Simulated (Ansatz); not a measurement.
Stepwise reaction of `[O]=[Mo]([OH])([Cl])([Cl])[Cl]` with hydrogen fluoride, as a gas-phase model of exchange steps in deposition or etching. ΔE in kJ/mol; ΔG adds harmonic PBE0-D4 terms to CCSD(T)/CBS, at 1 bar.

Program: Ansatz. Geometries: PBE0-D4/def2-TZVP. ΔE: electronic, gas phase. CCSD(T)/CBS is the MP2 limit (def2-TZVPP, def2-QZVPP) plus CCSD(T) − MP2 in def2-TZVPP, frozen cores. This one scheme is used for every species. DFT in def2-TZVPP. B3LYP here is the variant with VWN-RPA as its local correlation; programs differ in this. Elements past krypton have def2 core potentials. For Mo outer-core shells are correlated without core-valence functions, which leaves a few kJ/mol of doubt a bond. Each species was taken in one conformer, which may not be the lowest.

```csv
step,reaction,PBE-D4,B3LYP-D4,ωB97M-V,CCSD(T)/CBS,ΔG(500 K)
2,`[O]=[Mo]([OH])([F])([Cl])[Cl]` + H–F → `[O]=[Mo]([OH])([F])([F])[Cl]` + HCl,-15.9,-18.1,-22.2,-5.5,-8.0
```

Problem. Give the row of step 1, `[O]=[Mo]([OH])([Cl])([Cl])[Cl]` + H–F → `[O]=[Mo]([OH])([F])([Cl])[Cl]` + HCl. (An estimate is asked.)

Solution. Computed: 
| step | reaction | PBE-D4 | B3LYP-D4 | ωB97M-V | CCSD(T)/CBS | ΔG(500 K) |
| --- | --- | --- | --- | --- | --- | --- |
| 1 | `[O]=[Mo]([OH])([Cl])([Cl])[Cl]` + H–F → `[O]=[Mo]([OH])([F])([Cl])[Cl]` + HCl | -7.8 | -8.8 | -13.0 | 5.3 | -0.8 |

Problem. By hand: ΔE of the 2 steps together at CCSD(T)/CBS.

Solution. (5.3) + (-5.5) = -0.2 kJ/mol, or -0.1 kJ/mol a step.

In ΔE each step is lower than the one before. ΔG lies between -8.0 and -0.8 kJ/mol a step. PBE-D4 differs from CCSD(T)/CBS by -13.1 to -10.4 kJ/mol a step. Only this route is followed, and other bonds may react first. Isolated molecules leave out the surface, adducts and barriers. Largest T1 diagnostic: 0.025.
